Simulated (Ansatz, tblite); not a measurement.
Removing and adding an electron: Si41H46, a nanocrystal cut from hexagonal silicon. Charge 0, multiplicity 1. Geometry: PBE-D4/def2-SVP. Ansatz, gas phase; energy differences of separate SCF runs; the oxidised species was run as a doublet alone; the reduced species was run as a doublet alone.

```xyz
87

Si   -1.905    0.635    4.840
Si   -1.246   -1.613    4.638
Si   -3.013   -3.001    3.896
Si    2.384   -0.504    3.990
Si    0.559   -1.736    3.135
Si    1.180   -3.991    2.889
Si   -2.505   -3.846    1.754
Si   -0.691   -5.278    2.223
Si    2.946   -4.121    1.343
Si   -3.093    3.795    3.009
Si   -2.561    1.516    2.764
Si   -4.441    0.420    1.840
Si    1.084    2.601    2.159
Si    2.945    1.193    2.464
Si   -0.735    1.364    1.295
Si   -0.116   -0.890    1.048
Si   -3.792   -0.732   -0.108
Si   -1.939   -2.146    0.228
Si    3.521    0.213    0.402
Si    1.688   -1.012   -0.452
Si    2.309   -3.258   -0.747
Si   -1.376   -3.100   -1.850
Si    0.540   -4.463   -1.752
Si    4.149   -3.308   -2.212
Si   -3.808    4.642    0.932
Si   -0.196    5.726    0.284
Si    1.654    4.320    0.659
Si   -2.009    4.465   -0.570
Si   -1.395    2.209   -0.793
Si   -3.218    0.963   -1.641
Si    2.263    3.330   -1.386
Si    4.117    1.906   -1.117
Si    0.439    2.101   -2.249
Si    1.015   -0.153   -2.531
Si   -2.640    0.048   -3.727
Si   -0.816   -1.391   -3.373
Si    4.652    0.974   -3.210
Si    2.810   -0.257   -4.042
Si    3.476   -2.495   -4.316
Si   -0.194    2.987   -4.328
Si   -2.025    1.771   -5.209
H    -3.029    0.776    5.837
H    -0.730    1.444    5.336
H    -0.768   -2.115    5.982
H    -3.111   -4.180    4.834
H    -4.331   -2.274    3.936
H     2.008    0.094    5.324
H     3.559   -1.426    4.204
H     1.657   -4.492    4.234
H    -3.672   -4.633    1.205
H    -1.097   -6.154    3.384
H    -0.349   -6.180    1.067
H     4.102   -3.295    1.853
H     3.417   -5.547    1.187
H    -4.167    3.961    4.057
H    -1.870    4.551    3.465
H    -5.098   -0.474    2.858
H    -5.452    1.465    1.431
H     0.687    3.195    3.491
H     4.111    2.014    2.964
H    -4.938   -1.548   -0.661
H     4.687   -0.726    0.606
H    -2.565   -3.874   -2.373
H     0.297   -5.764   -1.032
H     0.933   -4.795   -3.172
H     5.252   -2.435   -1.665
H     4.676   -4.718   -2.324
H    -4.240    6.082    1.062
H    -4.984    3.837    0.440
H    -0.608    6.395    1.573
H     0.179    6.804   -0.702
H     2.825    5.100    1.212
H    -2.397    4.995   -1.931
H    -4.398    1.897   -1.801
H     2.610    4.415   -2.381
H     5.281    2.692   -0.559
H    -3.807   -0.742   -4.273
H    -0.399   -2.022   -4.684
H     5.851    0.065   -3.081
H     5.004    2.076   -4.180
H     2.363    0.330   -5.361
H     2.327   -3.325   -4.830
H     4.607   -2.585   -5.311
H    -0.571    4.438   -4.160
H     0.977    2.919   -5.278
H    -3.198    2.696   -5.421
H    -1.648    1.177   -6.544
```

The xTB rows come from tblite. Single mean-field runs in def2-SVP are fitted with def2-universal-jkfit. HOMO above LUMO, or a gap near zero within one spin, warns that the state may not be the lowest or that an electron is smeared out.

| level | −HOMO (eV) | vertical IE (eV) | −LUMO (eV) | vertical EA (eV) | HOMO–LUMO gap (eV) | IE − EA (eV) | remarks |
| --- | --- | --- | --- | --- | --- | --- | --- |
| GFN2-xTB | 8.58 | 9.66 | 6.07 | 4.93 | 2.51 | 4.73 | – |
| PBE-D4/def2-SVP | 5.72 | – | 2.53 | 1.47 | 3.18 | – | gap within one spin near zero (-1 doublet) |
| BHLYP-D4/def2-SVP | 7.41 | 7.86 | 0.99 | 0.71 | 6.42 | 7.15 | – |

Question: Estimate the rows for GFN1-xTB, PBE0-D4/def2-SVP.

Answer: 
| level | −HOMO (eV) | vertical IE (eV) | −LUMO (eV) | vertical EA (eV) | HOMO–LUMO gap (eV) | IE − EA (eV) |
| --- | --- | --- | --- | --- | --- | --- |
| GFN1-xTB | 11.22 | 12.21 | 8.90 | 7.82 | 2.32 | 4.39 |
| PBE0-D4/def2-SVP | 6.61 | 7.49 | 1.93 | 1.24 | 4.69 | 6.25 |

Run but left out: PBE-D4/def2-SVP (charge +1 doublet: an occupied level 0.00 eV above an empty one).   Raw xTB energy differences between charge states are shifted by several eV; the methods need an empirical correction for them. Sets without diffuse functions give affinities that are too small.
